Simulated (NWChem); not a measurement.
Program: NWChem. System: BCl, charge 0, spin multiplicity 1, displaced from the optimised geometry. The structure started from a generated list of species. Level: MP2/cc-pVDZ, 6 core orbitals frozen, spin-restricted.

Part of the output:

```
             Northwest Computational Chemistry Package (NWChem) 7.3.0
             --------------------------------------------------------

                                NWChem Input Module
                                -------------------

 Scaling coordinates for geometry "geometry" by  1.889725989
 (inverse scale =  0.529177249)

                             Geometry "geometry" -> ""
                             -------------------------

 Output coordinates in angstroms (scale by  1.889725989 to convert to a.u.)

  No.       Tag          Charge          X              Y              Z
 ---- ---------------- ---------- -------------- -------------- --------------
    1 B                    5.0000     0.00000000     0.00000000    -1.07062300
    2 Cl                  17.0000     0.00000000     0.00000000     0.39073800

 Effective nuclear repulsion energy (a.u.)      30.7795720325

            Nuclear Dipole moment (a.u.)
            ----------------------------
        X                 Y               Z
 ---------------- ---------------- ----------------
     0.0000000000     0.0000000000     2.4366712712


 Summary of "ao basis" -> "" (spherical)
 ------------------------------------------------------------------------------
       Tag                 Description            Shells   Functions and Types
 ---------------- ------------------------------  ------  ---------------------
 *                          cc-pvdz                   on all atoms

 Summary of "ao basis" -> "ao basis" (spherical)
 ------------------------------------------------------------------------------
       Tag                 Description            Shells   Functions and Types
 ---------------- ------------------------------  ------  ---------------------
 B                          cc-pvdz                  6       14   3s2p1d
 Cl                         cc-pvdz                  8       18   4s3p1d

                                 NWChem SCF Module
                                 -----------------

  ao basis        = "ao basis"
  functions       =    32
  atoms           =     2
  closed shells   =    11
  open shells     =     0
  charge          =   0.00
  wavefunction    = RHF
  use symmetry    = F
  symmetry adapt  = F

 Summary of "ao basis" -> "ao basis" (spherical)
 ------------------------------------------------------------------------------
       Tag                 Description            Shells   Functions and Types
[...]
           0.000000000000           0.000000000000           0.000000000000

  Mulliken analysis of the total density
  --------------------------------------

    Atom       Charge   Shell Charges
 -----------   ------   -------------------------------------------------------
    1 B    5     5.25   2.00  0.76  1.05  1.07  0.23  0.13
    2 Cl  17    16.75   2.00  2.01  0.95  0.83  6.00  3.12  1.80  0.04

       Multipole analysis of the density wrt the origin
       ------------------------------------------------

     L   x y z        total         open         nuclear
     -   - - -        -----         ----         -------
     0   0 0 0     -0.000000      0.000000     22.000000

     1   1 0 0      0.000000      0.000000      0.000000
     1   0 1 0     -0.000000      0.000000      0.000000
     1   0 0 1      1.211491      0.000000      2.436671

     2   2 0 0    -13.350852      0.000000      0.000000
     2   1 1 0      0.000000      0.000000      0.000000
     2   1 0 1     -0.000000      0.000000      0.000000
     2   0 2 0    -13.350852      0.000000      0.000000
     2   0 1 1     -0.000000      0.000000      0.000000
     2   0 0 2    -17.719670      0.000000     29.735050

                   NWChem MP2 Semi-direct Energy/Gradient Module
                   ---------------------------------------------

  Basis functions       =     32
  Molecular orbitals    =     32
  Frozen core           =      6
  Frozen virtuals       =      0
  Active alpha occupied =      5
  Active beta occupied  =      5
  Active alpha virtual  =     21
  Active beta virtual   =     21
  Use MO symmetry       = F
  Use skeleton AO sym   = F

  AO/Fock/Back tols     =   1.0D-09  1.0D-09  1.0D-09

 GA uses MA = F    GA memory limited = T

 Available:
  local mem=  1.26D+08
 global mem=  1.44D+08
 local disk=  0.00D+00
  mp2_memr nvloc                    21
  nvloc new                    21
   1 passes of   5:        2097152                       4766                    190298.
   1 passes of   5: M    126154136           G      144177152           F     124056984.

 Semi-direct pass number   1 of   1  for RHF alpha+beta  at        0.3s
  vrange nnbf                   528
  mp2_eaftype                    10  avail_ma_in_mb                  1099
 EAF : mp2_eaftype filesize          10      95149.
  mp2_eaf for mointskh                     10
Node 0 wrote      0.4 Mb in      0.0 s     Agg I/O rate:  2197.2 Mb/s
 Done moints_semi at        1.0s
  mp2_eaftype                    10  avail_ma_in_mb                  1089
 EAF : mp2_eaftype filesize          10      95149.
  mp2_eaf for kh                    10
 Done maket at        1.0s
 Done multipass loop at        1.0s

          -------------------------------------------
          SCF energy                -484.084412796771
          Correlation energy          -0.196626695441
          Singlet pairs               -0.122392583825
          Triplet pairs               -0.074234111616
          Total MP2 energy          -484.281039492212
          -------------------------------------------

          ---------------------------------------------------
                    Spin Component Scaled (SCS) MP2
          Same spin pairs                     -0.049489407744
          Same spin scaling factor             0.333333333333
          Opposite spin pairs                 -0.147137287697
          Opposite spin scaling fact.          1.200000000000
          SCS-MP2 correlation energy          -0.193061214485
          Total SCS-MP2 energy              -484.277474011255
          ---------------------------------------------------

 -----------------------
 Performance information
 -----------------------

 Timer overhead =  9.60D-08 seconds/call

               Nr. of calls         CPU time (s)                 Wall time (s)                GFlops
             ---------------    -------------------     ------------------------------   -------------------
Name         Min   Avg   Max    Min     Avg     Max     Min     Avg     Max   Mx/calls   Min     Max     Sum
mp2: moin     1     1     1   0.66    0.66    0.66     0.66    0.66    0.66    0.66      0.0     0.0     0.0
mp2: make     1     1     1   2.90E-3 2.90E-3 2.90E-3  2.90E-3 2.90E-3 2.90E-3 2.90E-3   0.0     0.0     0.0
mp2: tota     1     1     1   0.68    0.68    0.68     0.68    0.68    0.68    0.68      0.0     0.0     0.0

 The average no. of pstat calls per process was 3.00D+00
 with a timing overhead of 2.88D-07s

 Task  times  cpu:        0.9s     wall:        0.9s

 Total times  cpu:        1.0s     wall:        1.0s
```

### Question
Write an NWChem input that would produce this output.

### Answer
This is not unique; one that fits is 
```
start mol
memory heap 200 mb stack 900 mb global 1100 mb
geometry units angstroms nocenter noautoz noautosym
  B      0.000000     0.000000    -1.070623
  Cl     0.000000     0.000000     0.390738
end
basis spherical
  * library cc-pvdz
end
scf
  rhf
  nopen 0
  maxiter 100
  thresh 1e-7
  semidirect memsize 60000000 filesize 0
end
mp2
  freeze core 6
end
task mp2 energy
```
